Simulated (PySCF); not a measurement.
Species: C3H5ClOSi.
SMILES: `ClC1=CC[Si@@H]1O`

Torsions of this conformer, `[OH:1][Si@H:2]1[CH2:3][CH:4]=[C:5]1[Cl:6]`: H–O1–Si2–C3 -51°.

The closed-shell ground state was solved at several levels (PySCF, density fitting, gas phase, non-relativistic). The structure is a single PBE0-D3(BJ)/def2-SVP conformer in the gas phase; no vibrational or solvent corrections.

```tsv
level	basis functions	total energy (Eh)	HOMO (eV)	LUMO (eV)	gap (eV)	dipole (D)
PBE0/6-31+G*	126	-941.7240	-7.42	-0.73	6.69	2.29
PBE0/6-31G	72	-941.5942	-7.38	-0.42	6.96	2.63
PBE/pcSseg-2	300	-941.8121	-6.29	-1.68	4.61	2.05
mPW1PW91/pcSseg-2	300	-942.3601	-7.44	-0.74	6.70	2.15
HF/def2-SVPD	174	-939.4545	-9.93	2.04	11.97	2.39
```

(1) What might OPBE/pcSseg-2 (300 basis functions) give for the same quantities?

(2) Over all these levels, which gives the widest orbital gap and which the narrowest?

(3) How far do the dipole and the HOMO energy spread over the levels?

Answers

(1) Total energy -942.2226 Eh, HOMO -6.30 eV, LUMO -1.56 eV, gap 4.74 eV, dipole 2.07 D.

(2) HF/def2-SVPD (Hartree–Fock, all exact exchange) has the widest, 11.97 eV, and PBE/pcSseg-2 (GGA) the narrowest, 4.61 eV. Functional and basis both differ between the two, so the spread mixes both effects.

(3) The dipole runs from 2.05 to 2.63 D (mean 2.26 D) and the HOMO from -9.93 to -6.29 eV.
